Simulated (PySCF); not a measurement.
NbSF₂Cl, SMILES [F][Nb]([F])(=[S])[Cl], multiplicity 1.

Geometry optimised at B3LYP-D3(BJ)/def2-SVP. The multiplicity is an assumed one; other spin states were not compared. The def2 effective core potentials stand for the cores of Nb; spin–orbit coupling is left out.

All values below come from HF/def2-TZVP (PySCF).

Isolated molecule, no solvent.

total energy: -1112.62472 hartree
point group: Cs
highest occupied level: -11.14 eV
lowest empty level: 0.23 eV
orbital gap: 11.37 eV
dipole moment: 0.89 D
quadrupole, principal values (traceless, Buckingham form, about the centre of nuclear charge): -2.64, 0.52, 2.12 D·Å
mean static polarisability: 63.5 bohr³ (9.41 Å³)
polarisability, principal values: 47.8, 57.1, 85.6 bohr³
